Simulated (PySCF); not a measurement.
# Structure revision by computed shifts

A compound C5H8N2OSi gives the data below (simulated from a calculation) and was assigned the structure `CC/C(C#N)=N\[SiH2]C=O`.

13C{1H} NMR (computed): δ 244.9 (CH), 186.0 (C), 121.3 (C), 35.2 (CH2), 27.4 (CH3).

1H NMR (500 MHz, computed): δ 12.25 (t, 1H), 5.42 (d, 2H), 3.31 (s, 2H), 2.37 (s, 3H).

- GFN2-xTB structure
- NMR shieldings at PBE0/pcSseg-1/GIAO
- run in PySCF 2.14
- no solvent model, a single conformation, fast rotation and ring inversion assumed for equivalent nuclei, non-relativistic Hamiltonian

Shifts are taken against calculated references (same method and geometry level): TMS for 1H, 13C.

(1) Compare with the shifts computed for the proposed structure, pairing carbons in order of shift.

(2) Which isomer fits?

## Answers

(1) Structure with atom numbers: `[CH3:1][CH2:2]/[C:3]([C:4]#[N:5])=[N:6]\[SiH2:7][CH:8]=[O:9]`; H(Xn) means a hydrogen on atom n.

| atom | computed for proposal | given list | difference |
| --- | --- | --- | --- |
| C8 | 243.6 | 244.9 | -1.3 |
| C3 | 167.7 | 186.0 | -18.3 |
| C4 | 119.4 | 121.3 | -1.9 |
| C2 | 42.2 | 35.2 | +7.0 |
| C1 | 13.8 | 27.4 | -13.6 |

The rms difference is 10.7 ppm and the largest -18.3 ppm at C3 (C=N carbon). The proposal doesn't fit.

(2) SMILES C/C(CC#N)=N\[SiH2]C=O.

1. Carbon types of the structure: 2 × C, 1 × CH, 1 × CH2, 1 × CH3, leaving 2 H on heteroatoms.
2. δC 244.9: carbonyl carbon.
3. δC 186.0: C=N carbon.
4. δC 121.3: nitrile carbon; C≡N carbons fall here, among the sp2 signals but without a proton.
5. δH 12.25: hydrogen on a carbonyl carbon.

Other isomers checked: [H]/N=C(\CC#C[SiH3])C(N)=O (rms 41.3 ppm); N#C[C@H]1C[Si@@H](NC=O)C1 (rms 59.4 ppm).

This is the structure that produced the data.

Shifts are as computed. Against solution values, carbons near 30 ppm lie about +3 ppm off and those near 130 ppm about +5 ppm. Of 1211 compounds with measured shifts, 218 miss one by over three times the rms of a fit or turn the order of signals round; such compounds aren't used in these exercises. No couplings were computed; multiplicities are counted from neighbouring protons, with m where these are inequivalent, close in shift, in a saturated or five-membered ring or joined by F or P, and br s for small geminal =CH2 splittings.
